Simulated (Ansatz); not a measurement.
Total energies of Hf2O9H10, a hydroxylated oxide cluster from Ansatz at PBE0-D4/def2-TZVP, gas phase (1 Eh = 27.2114 eV = 2625.5 kJ/mol). The reference geometry is relaxed at PBE-D4/def2-SVP.

```tsv
atom	x (Å)	y (Å)	z (Å)
Hf1	-0.2090	1.1270	0.9911
Hf2	0.2443	-1.4773	-0.8912
O3	0.7012	2.7768	-0.3900
O4	0.6475	1.4450	2.7078
O5	-1.8007	2.2878	0.9796
O6	0.6779	-2.8284	0.5342
O7	1.4777	0.0513	0.1773
O8	-1.4980	-2.0849	-1.6292
O9	-0.4870	0.6127	-1.1940
O10	1.4664	-1.8971	-2.3440
O11	-0.9912	-0.7693	1.0648
H12	0.4367	2.1888	-1.1583
H13	0.0448	3.5019	-0.4032
H14	1.0759	1.6697	3.5419
H15	-2.6720	2.7005	1.0034
H16	1.1173	-3.6854	0.4116
H17	2.2085	-0.2486	0.7446
H18	-2.3080	-2.3235	-1.1514
H19	-1.3960	0.5712	-1.5465
H20	1.9766	-2.1376	-3.1250
H21	-0.7130	-1.4805	1.6764
```

```csv
state,geometry,energy (Eh)
charge 0 singlet,reference,-779.25283
charge 1 doublet,reference,-778.90335
charge -1 doublet,reference,-779.21569
charge -1 doublet,relaxed at PBE-D4/def2-SVP,-779.24570
free Hf atom (triplet),–,-47.84253
free O atom (triplet),–,-75.01860
free H atom (doublet),–,-0.50104
```

In the def2 sets Hf takes a core potential; there is no spin–orbit coupling. Single mean-field runs in def2-TZVP are fitted with def2-universal-jkfit.

Problem. Work out the vertical ionisation energy to the doublet.

Solution. E(charge 1 doublet) − E(charge 0 singlet) = -778.90335 − (-779.25283) = 0.34948 Eh = 9.51 eV. For comparison, −ε of the highest occupied level is 7.69 eV at this level, 1.82 eV less.

Problem. Work out the vertical electron affinity, to the doublet.

Solution. E(charge 0 singlet) − E(charge -1 doublet) = -779.25283 − (-779.21569) = -0.03714 Eh = -1.01 eV; negative, so the extra electron isn't bound. The basis lacks diffuse functions, which makes affinities too small.

Problem. Give the fundamental gap IE − EA, the Mulliken electronegativity (IE + EA)/2 and the hardness (IE − EA)/2.

Solution. From the values in Eh: IE − EA = 0.34948 − (-0.03714) = 0.38662 Eh = 10.52 eV; (IE + EA)/2 = 4.25 eV; (IE − EA)/2 = 5.26 eV. The HOMO–LUMO gap of the same run is 7.55 eV, 2.97 eV smaller than the fundamental gap.

Problem. How much does the charge -1 doublet relax, and what is the adiabatic electron affinity?

Solution. Relaxation: -779.21569 − (-779.24570) = 0.03001 Eh = 0.82 eV. Adiabatic electron affinity: -0.00713 Eh = -0.19 eV, without zero-point energy. 

Problem. What is the binding energy per atom against free atoms?

Solution. Atoms: 2 × (-47.84253) + 9 × (-75.01860) + 10 × (-0.50104) = -775.86286 Eh. Binding: -775.86286 − (-779.25283) = 3.38997 Eh = 92.25 eV, or 4.39 eV for each of 21 atoms (no zero-point energy, no counterpoise term).

At PBE0-D4/def2-TZVP the highest occupied level of the charge -1 doublet lies above zero (up to 2.21 eV). By energy differences it is unbound by 1.01 eV (vertical, against the charge 0 singlet, at PBE0-D4/def2-TZVP) and held by the finite basis. At PBE0-D4/def2-TZVP the highest occupied level of the relaxed charge -1 doublet lies above zero (up to 0.56 eV). By energy differences it is unbound by 0.19 eV (each at its own geometry, against the charge 0 singlet, at PBE0-D4/def2-TZVP) and held by the finite basis.
